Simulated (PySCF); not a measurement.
## Diatomics of In with the halogens

r²SCAN with triple-zeta basis sets in PySCF, for the lowest determinant that a PBE0 search found; no spin–orbit coupling. De refers to high-spin ground-configuration atoms. A positive dipole means M(−)In(+).

| M | basis | state (unpaired electrons) | Re (Å) | ωe (cm⁻¹) | De (eV) | μ (D) |
| --- | --- | --- | --- | --- | --- | --- |
| F | x2c-TZVPPall | singlet (closed shell) | 1.995 | 533 | 5.59 | 3.02 |
| Cl | def2-TZVPP | singlet (closed shell) | 2.412 | 316 | 4.67 | 3.33 |
| Br | x2c-TZVPPall | singlet (closed shell) | 2.558 | 222 | 4.29 | 3.30 |
| I | x2c-TZVPPall | singlet (closed shell) | 2.771 | 177 | 3.73 | 3.19 |

The shortest bond is that of InF (1.995 Å), the longest that of InI (2.771 Å). InF is bound most strongly (5.59 eV) and InI least (3.73 eV).

The rows differ in basis set, which adds steps of its own.

Down a group the atoms grow and get heavier, so bonds lengthen and wavenumbers fall; this series shows no clear exception.

Spin–orbit coupling is left out, which matters for elements this heavy, above all for dissociation energies.
